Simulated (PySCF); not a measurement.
Compound: C3H6O2Si.
SMILES with atom numbers: `[OH:1][SiH:2]([OH:3])[C:4]1=[CH:5][CH2:6]1`

Cartesian coordinates in Å at the GFN2-xTB level; atoms count from 1:
```
atom  x, y, z in Å
O1    -2.3057   -0.4989   -0.1120
Si2   -1.1223    0.3810    0.5530
O3    -1.0732   -0.0435    2.1301
C4     0.5347    0.0448   -0.2324
C5     1.8136   -0.2189   -0.1835
C6     1.2794   -0.0048   -1.5534
H7    -2.5128   -1.3653    0.2283
H8    -1.5217    1.7659    0.3524
H9    -0.4085    0.3121    2.7105
H10    2.6910   -0.4427    0.3733
H11    1.4956    0.9204   -2.0767
H12    1.1312   -0.8508   -2.2156
```

Definitions: NICS(0) = −σiso at the ring centroid; NICS(1) = −σiso and NICS(1)zz = −σzz at ±1 Å along the ring normal z. Level: GIAO PBE0/pcSseg-1 (PySCF, non-relativistic, gas phase) on the GFN2-xTB geometry, one conformer.

Ring bond lengths (Å), with Mayer bond orders in brackets: C4–C5 1.307 (1.71), C5–C6 1.486 (0.96), C6–C4 1.517 (0.90).

Give the NICS values of each ring in ppm.

| ring | type | NICS(0) | NICS(1), two faces | NICS(1)zz, two faces | rms pucker (Å) | centre to ring atoms, mean (Å) |
| --- | --- | --- | --- | --- | --- | --- |
| C4–C5–C6 | 3-membered carbocycle; formal bonds 1 double, 2 single | -29.8 | -7.7 / -7.9 | -16.1 / -16.7 | 0.00 | 0.83 |

What do they say, and how far can they be read as aromaticity?

- C4–C5–C6: mean NICS(1)zz -16.4 ppm, shielded. C6 has four or more neighbours, so the value isn't read as a sign of a π ring current. NICS(0) lies 22 ppm below the mean NICS(1).

At the first NICS(1) probe listed for ring C4–C5–C6, 1 Å off the ring, how large is the induced field along the normal in 7.05 T applied along it?

NICSzz × B0 = -16.1 ppm × 7.05 T = -114 μT, against the applied field.
